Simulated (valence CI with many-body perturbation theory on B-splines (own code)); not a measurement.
**Which ion has this spectrum?**

A relativistic CI+MBPT calculation for an atom or ion with 21 electrons gives these levels (cm⁻¹):

| J | Parity | E | g |
| --- | --- | --- | --- |
| 3/2 | even | 0 | 0.74 |
| 5/2 | even | 947386 | 1.05 |
| 3/2 | even | 1004075 | 1.15 |
| 9/2 | even | 1034598 | 1.02 |
| 7/2 | even | 1041704 | 1.02 |
| 1/2 | even | 1054781 | 1.77 |
| 5/2 | even | 1283624 | 1.20 |
| 7/2 | even | 1972638 | 1.12 |
| 9/2 | even | 2016568 | 1.12 |
| 3/2 | even | 2068500 | 1.09 |
| 1/2 | even | 2096118 | 1.53 |
| 11/2 | even | 2101471 | 1.08 |
| 5/2 | even | 2104451 | 1.31 |
| 7/2 | even | 2191634 | 1.07 |

The energies are calculated, and their last digits are not significant.

Problem. Which is it?
A. Bi62+
B. At64+
C. Rn65+
D. Hg59+

Solution. A. Bi62+, ground level (3d3/2^3) J=3/2.
